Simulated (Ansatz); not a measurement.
Reaction: CH4FSi (SMILES C[SiH]F, doublet) → CH4FSi (SMILES C([SiH2])F, doublet)
Each species at its own B3LYP-D3(BJ)/def2-TZVP minimum (Ansatz, a quantum-chemistry and plane-wave program).

Quantity: isomerisation energy (electronic), in kcal/mol. Open shells are spin-unrestricted; no spin-orbit coupling. CBS(X,Y): correlation extrapolated as X^-3, Hartree-Fock from the larger set. A bracket is a step between two methods taken in the basis named. The functionals are non-relativistic, so their misses hold any scalar relativity. Double hybrids freeze cores in their MP2 part. '+ core + X2C': CCSD(T) terms for core correlation (cc-pwCVTZ, 1s frozen past Ne) and scalar relativity (cc-pVTZ-DK).

CCSD(T)/CBS(cc-pV(T+d)Z,cc-pV(Q+d)Z) + [CCSDT(Q) - CCSD(T)]/cc-pV(D+d)Z + core + X2C (Ansatz) gives 59.3 kcal/mol.

**Question.** What does PBE/def2-TZVPD (Ansatz) give here, and how do the other levels compare?

**Answer.** PBE gives 54.9 kcal/mol, 4.4 kcal/mol below it. Differences of the others: B3LYP/def2-TZVPD (Ansatz) -2.6; B2PLYP/def2-TZVPD (Ansatz) -1.1; CCSD(T)/CBS(cc-pV(T+d)Z,cc-pV(Q+d)Z) + core + X2C (Ansatz) 0.1 kcal/mol. Nearer than PBE: B3LYP/def2-TZVPD, B2PLYP/def2-TZVPD, CCSD(T)/CBS(cc-pV(T+d)Z,cc-pV(Q+d)Z) + core + X2C.
